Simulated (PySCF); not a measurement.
A PySCF script (with the pyscf-properties extension) for the NMR shieldings of `CP(C)P(C)C(F)(F)F`, C4H9F3P2, on a GFN2-xTB geometry:

```python
import basis_set_exchange as bse
import numpy as np
from pyscf import gto, dft
from pyscf.prop import nmr

atoms = """
C     1.768528    0.106078    1.076767
P     0.969373   -0.493929   -0.485776
C     1.733130    0.724884   -1.652503
P    -0.939612    0.555550   -0.177587
C    -1.747154   -0.672028    0.941719
C    -1.719619   -0.126724   -1.745424
F    -3.053041    0.035827   -1.713784
F    -1.281373    0.511480   -2.840600
F    -1.506267   -1.435904   -1.954929
H     2.823320   -0.160362    1.042609
H     1.673396    1.184350    1.189399
H     1.318768   -0.391273    1.933683
H     1.305893    0.601726   -2.645516
H     2.801120    0.519349   -1.709254
H     1.576696    1.748785   -1.316701
H    -2.826066   -0.521534    0.906146
H    -1.500211   -1.693282    0.652122
H    -1.405641   -0.486676    1.958453
"""
names = dict.fromkeys(["C", "P", "F", "H"], "pcSseg-1")
basis = {el: gto.basis.parse(bse.get_basis(n, elements=[el], fmt="nwchem")) for el, n in names.items()}
mol = gto.M(atom=atoms, basis=basis, charge=0, verbose=0)
mf = dft.RKS(mol, xc="PBE0")
mf.grids.level = 2
mf.grids.alignment = dft.numint.BLKSIZE   # the property module wants whole blocks of grid points
mf.conv_tol = 1e-9
mf.kernel()

calc = nmr.RKS(mf)   # GIAO
C = mf.mo_coeff
Co = C[:, mf.mo_occ > 0]
resp = mf.gen_response(singlet=True, hermi=2)
def vind(x):   # induced exchange potential for any number of trial vectors
    d = np.einsum("pi,xij,qj->xpq", C, 2 * x.reshape(-1, C.shape[1], Co.shape[1]), Co, optimize=True)
    return np.einsum("xpq,pi,qj->xij", resp(d - d.transpose(0, 2, 1)), C, Co, optimize=True).ravel()
mo1, _ = nmr.rhf.solve_mo1(calc, with_cphf=vind)
sigma = calc.kernel(mo1)
for i, s in enumerate(sigma):   # ppm
    w = np.linalg.eigvalsh((s + s.T) / 2)
    print("%2d %-2s iso %8.1f  s11 %8.1f  s22 %8.1f  s33 %8.1f" % (i, mol.atom_pure_symbol(i), w.mean(), *w))
```

Problem. What does it print?

Solution. 
```
 0 C  iso    174.5  s11    164.3  s22    171.0  s33    188.2
 1 P  iso    386.7  s11    328.8  s22    382.2  s33    449.1
 2 C  iso    171.6  s11    163.1  s22    165.4  s33    186.3
 3 P  iso    346.7  s11    261.1  s22    345.6  s33    433.3
 4 C  iso    178.8  s11    169.3  s22    174.6  s33    192.3
 5 C  iso     44.4  s11     35.6  s22     39.5  s33     58.1
 6 F  iso    242.1  s11    155.0  s22    239.7  s33    331.5
 7 F  iso    240.6  s11    152.7  s22    241.5  s33    327.6
 8 F  iso    240.7  s11    151.7  s22    245.6  s33    324.7
 9 H  iso     30.5  s11     25.7  s22     27.1  s33     38.6
10 H  iso     30.6  s11     26.1  s22     28.8  s33     36.9
11 H  iso     30.7  s11     25.1  s22     29.2  s33     37.8
12 H  iso     30.1  s11     24.4  s22     29.4  s33     36.5
13 H  iso     30.6  s11     25.7  s22     27.3  s33     38.7
14 H  iso     30.5  s11     26.3  s22     28.7  s33     36.4
15 H  iso     30.0  s11     24.6  s22     27.8  s33     37.7
16 H  iso     29.9  s11     25.6  s22     28.4  s33     35.6
17 H  iso     30.6  s11     25.3  s22     28.6  s33     37.9
```

These numbers come from an equivalent density-fitted implementation of the same equations, which agrees with the script to about 0.01 ppm for H and up to a few tenths of a ppm for heavy atoms, so last digits may differ.

Size and cost of the density-fitted run: 212 basis functions, of the order of 2.3 core-minutes.
